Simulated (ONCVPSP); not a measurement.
**Be: one change to an ONCV potential, before and after**

```json
{
 "Element": "beryllium (Be)",
 "Generator": "ONCVPSP 4.0.1",
 "Type": "optimised norm-conserving Vanderbilt (ONCV)",
 "Functional": "BLYP",
 "Relativity": "scalar-relativistic",
 "Frozen core": "none",
 "Valence charge": "4",
 "Reference configuration": "1s2 2s2",
 "Partial waves": "1s+2s: rc 0.90 bohr, ncon 4, nbas 7, qcut 11.7 1/bohr, 2 projectors; p scattering state at 0.43 Ha: rc 0.90 bohr, ncon 5, nbas 8, qcut 8.7 1/bohr, 2 projectors, debl 1.5 Ha",
 "Local potential": "polynomial inside 0.70 bohr (lpopt 5, dvloc0 3 Ha)",
 "Core correction": "none"
}
```

Change: all radii scaled by about 1.11 (s 1.00, p 1.00 bohr); local potential polynomial inside 0.78 bohr (lpopt 5, dvloc0 3 Ha).

Cutoffs: the cutoffs (Ha) at which the residual kinetic energy of the hardest occupied pseudo-wave falls to 1 and 0.1 mHa per electron; they do not see the model core or the augmentation charge, which bear on the density cutoff. Errors are all-electron minus pseudo energies relative to the spin-unpolarised reference configuration.

Q: Predict the effect on cutoff, ghosts and configuration errors.

A: The potential gets softer (61 Ha and 87 Ha → 55 Ha and 63 Ha); the errors of the 4 common tests hardly move; neither file shows a bound ghost. A larger radius leaves more room for a smooth pseudo-wave, so fewer plane waves are needed.

```tsv
quantity	base	changed
cutoff, loose	61 Ha	55 Ha
cutoff, tight	87 Ha	63 Ha
bound ghosts	none	none
GHOST(+) flags under 300 eV	none	none
error for 1s2 2s1, meV [ΔE 9.44 eV]	+0.7	+0.6
error for 1s2 2s0, meV [ΔE 27.53 eV]	+5.1	+4.7
error for 1s2 2s1.5, meV [ΔE 3.70 eV]	+0.1	+0.1
error for 1s2 2s1 2p1, meV [ΔE 3.57 eV]	+1.3	+1.4
```
